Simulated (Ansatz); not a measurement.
Nb₃S₄⁺, relaxed as a singlet with RKS B3LYP-D4/def2-SVP in Ansatz, starting from the GFN2-xTB geometry. Force threshold 0.02 eV/Å.

In the def2 sets Nb takes a core potential; there is no spin–orbit coupling. The restricted singlet is unstable towards broken spin symmetry at other levels; at B3LYP-D4/def2-SVP this wasn't settled. The relaxation made no stability test and no search for a lower SCF solution. No other spin state of charge 1 was run. Another isomer (singlet) lies 2.05 eV lower at PBE0-D4/def2-TZVP; other spin states weren't run for this one.

Start:

```csv
atom,x (Å),y (Å),z (Å)
Nb1,-1.825,1.198,-0.562
Nb2,0.013,-0.216,-2.082
Nb3,1.036,-0.245,0.704
S4,0.159,-2.248,-1.047
S5,0.106,1.967,1.137
S6,3.252,-0.185,0.998
S7,-2.741,-0.271,0.851
```

| step | energy (eV) | largest force component (eV/Å) | SCF passes |
| --- | --- | --- | --- |
| 1 | -47978.9709 | 3.109 | 35 |
| 2 | -47980.1963 | 0.875 | 39 |
| 3 | -47980.4665 | 0.478 | 37 |
| 4 | -47980.6631 | 1.125 | 41 |
| 5 | -47980.8805 | 1.192 | 37 |
| 6 | -47981.1966 | 0.892 | 36 |
| 7 | -47981.2858 | 0.923 | 37 |
| 8 | -47981.4406 | 0.428 | 37 |
| 9 | -47981.6027 | 0.305 | 37 |
| 10 | -47981.6789 | 0.429 | 38 |
| 11 | -47981.6980 | 0.541 | 36 |
| 12 | -47981.7227 | 0.065 | 31 |
| 13 | -47981.7238 | 0.050 | 33 |
| 14 | -47981.7243 | 0.036 | 32 |
| 15 | -47981.7247 | 0.020 | 33 |

Force components are those of the run's own axes.

End:

Cartesian coordinates in Å:
```
Nb -1.885 1.023 -0.364
Nb 0.200 0.354 -1.766
Nb 0.551 -0.396 0.735
S 0.297 -1.827 -1.237
S 0.187 2.041 0.102
S 2.624 -0.662 1.287
S -1.974 -0.532 1.243
```

Bonds formed: Nb2–S5, Nb3–S7 (atoms count from 1).

No frequencies were taken in this run, so the end may be a saddle point.

Run time 86 s (4 threads of Arm Neoverse V2 on a shared host).
